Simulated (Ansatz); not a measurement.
`O[BH][GaH2]` → `[BH]O`• + `[GaH2]`•  (homolysis of the B–Ga bond)

Isolated molecules relaxed with PBE0-D4/def2-TZVP in Ansatz; ΔE leaves out vibrations. CCSD(T)/CBS adds triple-zeta CCSD(T) − MP2 to the extrapolated MP2 energy (def2 sets, frozen cores). This one scheme is used for every species. DFT in def2-TZVPP. Open shells (•) are unrestricted, without spin–orbit coupling. For Ga outer-core shells are correlated without core-valence functions, which leaves a few kJ/mol of doubt a bond. Scalar relativity is left out up to krypton. Each species was taken in one conformer, which may not be the lowest.

| level | ΔE (kJ/mol) |
| --- | --- |
| r2SCAN-D4 | 294.5 |
| r2SCANh-D4 | 293.8 |
| B2PLYP | 304.2 |
| CCSD/def2-SVP | 297.9 |

(1) What does CCSD(T)/CBS give? (Best estimate.)

Largest T1 diagnostic among the species: 0.016.

Results:

(1) Ansatz gave: +329.4 kJ/mol. The listed levels differ from it by -34.9, -35.6, -25.2, -31.5 kJ/mol.

Leaving LDA and LC-ωPBE aside and taking each functional with its dispersion term where it has one, the values, not all of them listed here, spread over 31.1 kJ/mol, from r2SCAN0-D4 to ωB97X-V. LDA lies +48.7 kJ/mol from PBE without D4, its usual overbinding. At CCSD(T), def2-SVP lies −27.4 kJ/mol from the extrapolated value and def2-TZVPP −13.0 kJ/mol: correlation converges slowly with the basis, and small sets miss more of it in the bonded molecule than in its fragments.
